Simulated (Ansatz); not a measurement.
MoF+, multiplicity 5 (lowest of 2S+1 = 1, 3, 5, 7, 9 at CCSD(T)/def2-TZVPP on PBE0 minima; our sources give no spin for the ground state, which may be another), most abundant isotopes (97.9054 and 18.9984 u). Constants from fifth-degree fits in 1/R to seven points on the lowest solution found; no spin–orbit coupling, no relativity up to Kr; ω_e x_e and α_e move by some per cent with the fit.

Correlated levels freeze the inner cores; with def2 sets outer-core shells near the valence are correlated too.

Run with Ansatz (a first-principles code) with Gaussian orbitals.  In def2 rows elements past Kr take small-core potentials, without spin–orbit coupling.

```tsv
level	r_e (Å)	ω_e (cm⁻¹)	ω_e x_e (cm⁻¹)	α_e (cm⁻¹)
PBE/def2-TZVPP	1.8375	720.2	3.12	0.00182
CCSD(T)/def2-TZVPP	1.8377	742.2	2.93	0.00169
```

Q: Derive the rotational constants, the centrifugal constant, the fundamental, the zero-point energy and the force constant.

A: 
μ = 15.91091 u.
- PBE/def2-TZVPP: B_e = 16.8576/(μ r_e²) = 0.31379 cm⁻¹; B₀ = B_e − α_e/2 = 0.31288 cm⁻¹; D = 4B_e³/ω_e² = 2.38e-07 cm⁻¹; fundamental ω_e − 2ω_e x_e = 714 cm⁻¹; zero-point energy ω_e/2 − ω_e x_e/4 = 359 cm⁻¹; k = μ(2πcω_e)² = 486 N/m
- CCSD(T)/def2-TZVPP: B_e = 16.8576/(μ r_e²) = 0.31374 cm⁻¹; B₀ = B_e − α_e/2 = 0.31290 cm⁻¹; D = 4B_e³/ω_e² = 2.24e-07 cm⁻¹; fundamental ω_e − 2ω_e x_e = 736 cm⁻¹; zero-point energy ω_e/2 − ω_e x_e/4 = 370 cm⁻¹; k = μ(2πcω_e)² = 516 N/m
